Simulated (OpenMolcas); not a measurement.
neutral boron: effect of correlating more closed shells

```json
{"Program": "OpenMolcas", "Basis": "ANO-RCC-VTZP [4s3p2d1f]", "Scalar Hamiltonian": "DKH2, point nucleus", "Active space": "3 electrons in 4 orbitals (2s 2p)", "State averaging": "2S+1 = 4 odd, 1 root (0 in the spin-orbit step); 2S+1 = 2 odd, 3 roots; 2S+1 = 4 even, 3 roots; 2S+1 = 2 even, 5 roots", "Spin-orbit coupling": "state interaction with AMFI integrals over the reference wave functions, term energies averaged over their components"}
```

Methods on the same reference wave functions:
A. CASSCF
B. SS-CASPT2, IPEA 0.25 Eh, imaginary shift 0.1 Eh (closed shells correlated: none)
C. SS-CASPT2, IPEA 0.25 Eh, imaginary shift 0.1 Eh (closed shells correlated: 1s)

Energies in cm-1 above 2s2 2p 2P* 1/2, the measured ground level; measured values from NIST Handbook of Basic Atomic Spectroscopic Data.

| Level | A | B | C | Measured |
| --- | --- | --- | --- | --- |
| 2s2 2p 2P* 1/2 | 0.0 | 0.0 | 0.0 | 0.0 |
| 2s2 2p 2P* 3/2 | 14.5 | 14.5 | 14.5 | 15.3 |
| 2s 2p2 4P 1/2 | 24117 | 27326 | 27187 | 28870 |
| 2s 2p2 4P 3/2 | 24122 | 27331 | 27192 | 28875 |
| 2s 2p2 4P 5/2 | 24131 | 27339 | 27201 | 28881 |
| 2s 2p2 2D 3/2 | 54848 | 49835 | 49576 | 47857 |
| 2s 2p2 2D 5/2 | 54848 | 49835 | 49576 | 47857 |

Deviations, from unrounded energies. A percentage is the sum of absolute deviations over the sum of measured energies, with the sign that they share, or ± where signs differ.

```
                  Against measurement  Levels      A     B     C
       mean absolute deviation (cm-1)       6   4700  1400  1400
fine structure of the ground term (%)       1   -4.8  -4.8  -4.8
             other configurations (%)       5  ±15.5  ±4.7  ±4.7
```

B, C lie about equally close to measurement and A furthest from it. The largest miss of C in the table is 2s 2p2 2D 5/2, by +1700 cm-1. The ranking rests on the paired levels alone, and a cruder setting can come out closer through cancelling errors.

Between B and C the level of the table that moves most is 2s 2p2 2D 3/2, by 260 cm-1 (lowest in C, highest in B).

The lowest spin-free term lies below A's lowest term by 0.029 hartree in B, 0.053 hartree in C.

What an inner shell adds also hangs on whether the basis holds functions to correlate it.

Without dynamic correlation excited terms often stand tens of per cent too high (terms of higher spin than the ground term too low), and those without a measured partner can miss by more than the paired ones (holds for A). Measured partners are found by configuration, term and J. A level has none where our copy of the source lacks it or the pairing is in doubt (some pairs that miss far off the trend of their configuration count as doubtful), and it then counts in no deviation. Only configurations of the active space appear.

* marks odd parity.
